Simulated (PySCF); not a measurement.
# Energy of Mo(2+) (molybdenum, charge +2) between two integer charges

The 4d alpha orbital of [Kr] 4d4 is emptied in steps (occupation f), with all orbitals relaxed, ending at [Kr] 4d3. Computed with PySCF 2.14 in x2c-TZVPall (8s6p6d1f, 63 functions), with the spin-free X2C one-electron Hamiltonian (Gaussian nucleus). The exact energy is a straight line in f; departures are measured from the line between the end points of the same method.

**Question.** Among PBE0, r2SCAN, LC-wPBE, which shows the largest delocalisation error (convex curve), and which is closest to linear?

**Answer.** Most convex: r2SCAN (-1.317 eV at f = 0.4); closest to linear: LC-wPBE (-0.305 eV).

```
  f  PBE0 (eV)  r2SCAN (eV)  LC-wPBE (eV)
  1      0.000        0.000         0.000
0.8     -0.666       -0.876        -0.202
0.6     -1.002       -1.316        -0.305
0.4     -1.004       -1.317        -0.305
0.2     -0.670       -0.879        -0.203
  0      0.000        0.000         0.000
```

| method | E(f=0) − E(f=1) (eV) | −ε at f=1 (eV) | −ε at f=0.4 (eV) |
| --- | --- | --- | --- |
| PBE0 | 27.356 | 23.205 | 28.184 |
| r2SCAN | 27.244 | 21.776 | 28.337 |
| LC-wPBE | 27.286 | 26.026 | 27.540 |

Reference removal energy between the ground levels: 27.13 ± 0.12 eV (semi-empirical (NIST evaluation); NIST Atomic Spectra Database, ionization energies). The calculation has no spin-orbit coupling. The determinant left behind need not be the lowest term of the ion.
